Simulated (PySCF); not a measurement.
Below is a simulated gas-phase C 1s photoelectron spectrum of `C1C[C@H]2C[C@@H](C1)C2`.

Every computed line was given a Gaussian of 0.5 eV full width at half maximum and an area set by the number of equivalent atoms; the highest printed point is 100. Method used: PySCF, delta-SCF UKS SCAN, pcX-2 on the ionised atom, pcseg-1 elsewhere, spin-free X2C.

binding energy (eV), intensity and a bar:
```
    289.3          0 
    289.4          0 
    289.5          1 
    289.6          4 #
    289.7         11 ###
    289.8         24 #######
    289.9         44 #############
    290.0         69 #####################
    290.1         91 ###########################
    290.2        100 ##############################
    290.3         92 ############################
    290.4         70 #####################
    290.5         44 #############
    290.6         22 #######
    290.7          9 ###
    290.8          3 #
    290.9          1 
    291.0          0
```

**Question.** How many maxima does the curve show, and how many computed lines lie under it?

**Answer.** The curve has 1 maximum (at 290.2 eV). Under it lie 4 lines from 4 inequivalent carbon sites. At this width some lines have no maximum of their own.

**Question.** Decompose the envelope and assign each component. Numbering: `[CH2:1]1[CH2:2][C@H:3]2[CH2:4][C@@H:5]([CH2:6]1)[CH2:7]2`.

**Answer.** 
| position (eV) | relative area | line | atoms | environment |
| --- | --- | --- | --- | --- |
| 290.05 | 2 | C 1s | C4/C7 | four-membered-ring carbon |
| 290.23 | 2 | C 1s | C3/C5 | sp3 carbon at a ring junction |
| 290.26 | 2 | C 1s | C2/C6 | ring CH2 carbon |
| 290.30 | 1 | C 1s | C1 | ring CH2 carbon |

**Question.** What are the centre and the root-mean-square width of the whole band?

**Answer.** The area-weighted mean of the lines is 290.20 eV. Their own spread about it is 0.10 eV (rms) and each Gaussian has σ = 0.5/2.355 = 0.21 eV; the variances add, which gives 0.23 eV.

The listed C 1s values span 0.25 eV, from C4/C7 (bonded to 2 C and 2 H) to C1 (bonded to 2 C and 2 H). The widest gap between neighbouring values is 0.18 eV, between 290.05 and 290.23 eV. Summing the Pauling electronegativity differences to the bonded atoms, each weighted by its formal bond order, gives -0.70 for the lowest site and -0.70 for the highest; the largest sum, -0.35, belongs to C3/C5, 0.07 eV below the top. The values 290.23, 290.26 and 290.30 eV lie too close for their order to be trusted.

No satellites, vibrations or lifetime broadening are included. Topologically equivalent atoms share the value of their first member; where this conformer doesn't relate them by symmetry, their own values could differ. Geometry: PBE0-D3(BJ)/def2-SVP; no solvent, vibrations or thermal averaging.

The run took 49 s on Arm Neoverse V1, one thread, on a shared host.
